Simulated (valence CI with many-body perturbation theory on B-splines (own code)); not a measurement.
Lu20+: calculated level list

Level of theory: relativistic CI+MBPT: five valence electrons over a frozen Dirac-Fock core [Kr] 4d10, radial functions for each j: 7 s, 7 p, 7 d, 7 f, 4 g, 2 h, with the one-electron correlation potential Σ1 (screened to all orders), the two-electron term Σ2, the three-electron term Σ3, Breit, model QED; selected single and double excitations, second order for the rest (own B-spline code, finite nucleus).

No measured spectrum was set against this ion. As an estimate, terms of the open shell hold to a few per cent of their energy, and close levels can change places. Core correlation moves these levels by up to 2900 cm⁻¹, and in measured spectra 5 to 20 % of such shifts remained as error; rates that hang on mixing are uncertain with them. Among the levels kept, up to 900 cm⁻¹ of a level comes from second order outside the variational space, and about a tenth of that is noise between levels of different J, which matters for small intervals. Only levels of the ground parity were solved; by the run's estimate the other parity begins above the list, which can be wrong where configurations are misplaced.

Levels 1 to 45 of 52, with energies above the lowest level, 4f⁵ ⁶H°_5/2. "Leading %" is the weight of the configuration and term that name the level; weights of strongly mixed levels are sums over their largest components and can fall short. In the jj column 3d3/2^4 stands for four electrons in 3d with j = 3/2. Lifetimes count E1, E2, E3, M1 and M2 decay at the calculated energies, and are blank where another channel may lead or the interval is too uncertain; long ones can be off by a factor of two.

```csv
No.,Configuration,Term,J,E (cm⁻¹),Leading %,Lifetime,g,Leading jj
1,4f⁵,⁶H°,5/2,0.0,81,,0.349,4f5/2^5 (35 %)
2,4f⁵,⁶H°,7/2,6134,89,55.6 ms,0.843,4f5/2^4 4f7/2 (56 %)
3,4f⁵,⁶H°,9/2,12206,92,44.7 ms,1.068,4f5/2^3 4f7/2^2 (62 %)
4,4f⁵,⁶H°,11/2,17912,91,56.6 ms,1.188,4f5/2^3 4f7/2^2 (45 %)
5,4f⁵,⁶F°,3/2,18331,81,180 ms,1.012,4f5/2^4 4f7/2 (59 %)
6,4f⁵,⁶F°,1/2,18360,89,338 s,-0.591,4f5/2^3 4f7/2^2 (46 %)
7,4f⁵,⁶F°,5/2,19138,69,44.6 ms,1.226,4f5/2^3 4f7/2^2 (37 %)
8,4f⁵,⁶H°,13/2,23135,86,95.5 ms,1.257,4f5/2^2 4f7/2^3 (39 %)
9,4f⁵,⁶F°,7/2,24283,80,57.8 ms,1.355,4f5/2^3 4f7/2^2 (46 %)
10,4f⁵,⁶H°,15/2,27600,76,280 ms,1.290,4f5/2^2 4f7/2^3 (34 %)
11,4f⁵,⁶F°,9/2,30244,86,69.4 ms,1.407,4f5/2^3 4f7/2^2 (44 %)
12,4f⁵,⁶F°,11/2,36258,88,130 ms,1.429,4f5/2^2 4f7/2^3 (40 %)
13,4f⁵,⁴G°,5/2,38227,31,2.55 ms,0.859,4f5/2^3 4f7/2^2 (41 %)
14,4f⁵,⁴M°,15/2,42620,54,29.4 ms,0.917,4f5/2^4 4f7/2 (66 %)
15,4f⁵,⁴F°,3/2,43503,84,4.46 ms,0.496,4f5/2^3 4f7/2^2 (61 %)
16,4f⁵,⁴I°,9/2,47775,80,5.38 ms,0.774,4f5/2^3 4f7/2^2 (48 %)
17,4f⁵,⁴L°,13/2,48201,38,9.15 ms,0.938,4f5/2^4 4f7/2 (51 %)
18,4f⁵,⁴K°,11/2,48434,48,5.95 ms,0.885,4f5/2^4 4f7/2 (44 %)
19,4f⁵,⁴G°,7/2,48697,53,3.19 ms,1.059,4f5/2^3 4f7/2^2 (40 %)
20,4f⁵,⁴P°,5/2,52184,30,4.41 ms,1.398,4f5/2^4 4f7/2 (46 %)
21,4f⁵,⁴M°,17/2,52420,71,26.8 ms,0.999,4f5/2^3 4f7/2^2 (91 %)
22,4f⁵,⁴K°,15/2,57206,27,6.15 ms,1.034,4f5/2^3 4f7/2^2 (58 %)
23,4f⁵,⁴G°,9/2,58049,61,6.43 ms,1.131,4f5/2^3 4f7/2^2 (67 %)
24,4f⁵,²P°,1/2,58451,59,3.92 ms,0.382,4f5/2^4 4f7/2 (54 %)
25,4f⁵,⁴F°,5/2,58876,63,3.21 ms,0.955,4f5/2^2 4f7/2^3 (54 %)
26,4f⁵,⁴M°,19/2,59087,75,90.9 ms,1.069,4f5/2^3 4f7/2^2 (54 %)
27,4f⁵,⁶P°,3/2,59445,53,13.9 ms,1.984,4f5/2^3 4f7/2^2 (73 %)
28,4f⁵,⁴L°,13/2,61712,48,5.07 ms,0.941,4f5/2^3 4f7/2^2 (52 %)
29,4f⁵,⁴L°,15/2,62108,41,6.72 ms,1.041,4f5/2^3 4f7/2^2 (71 %)
30,4f⁵,⁴M°,21/2,63138,75,624 ms,1.114,4f5/2^3 4f7/2^2 (54 %)
31,4f⁵,⁴I°,11/2,63756,51,7.55 ms,0.978,4f5/2^2 4f7/2^3 (47 %)
32,4f⁵,⁴H°,11/2,64206,35,5.65 ms,1.068,4f5/2^3 4f7/2^2 (44 %)
33,4f⁵,⁴H°,7/2,65823,44,4.31 ms,1.027,4f5/2^3 4f7/2^2 (56 %)
34,4f⁵,⁴K°,13/2,66402,41,9.15 ms,1.000,4f5/2^3 4f7/2^2 (68 %)
35,4f⁵,⁴D°,7/2,66491,24,4.68 ms,1.145,4f5/2^2 4f7/2^3 (33 %)
36,4f⁵,⁴L°,17/2,66513,52,33.5 ms,1.053,4f5/2^3 4f7/2^2 (55 %)
37,4f⁵,²G°,9/2,66926,25,3.49 ms,1.106,4f5/2^4 4f7/2 (49 %)
38,4f⁵,⁶P°,5/2,69530,46,4.23 ms,1.501,4f5/2^3 4f7/2^2 (48 %)
39,4f⁵,⁴F°,7/2,69988,50,5.38 ms,1.252,4f5/2^2 4f7/2^3 (44 %)
40,4f⁵,⁴D°,3/2,70493,62,2.76 ms,1.387,4f5/2^2 4f7/2^3 (64 %)
41,4f⁵,⁴H°,13/2,71430,63,7.26 ms,1.167,4f5/2^3 4f7/2^2 (58 %)
42,4f⁵,⁴K°,17/2,71970,52,11.3 ms,1.098,4f5/2^2 4f7/2^3 (70 %)
43,4f⁵,⁴H°,9/2,72105,54,3.84 ms,1.006,4f5/2^2 4f7/2^3 (54 %)
44,4f⁵,⁴G°,7/2,72892,70,2.60 ms,0.963,4f5/2^3 4f7/2^2 (53 %)
45,4f⁵,⁴G°,5/2,75146,88,4.93 ms,0.628,4f5/2^2 4f7/2^3 (55 %)
```

Names give the largest LS component (configuration and term), which can be under half, so a name can repeat, a term be missing and a line seem to break the LS rules; names also repeat where a configuration has a term twice.

Where two levels of one J and parity lie close, their mixing, g and order are uncertain.

The ionisation energy to 4f⁴ ⁵I4 of the next ion comes out as 534.03 eV (NIST: 560 ± 30 eV (theoretical)). All 52 levels together are meant to be complete up to 78122 cm⁻¹.
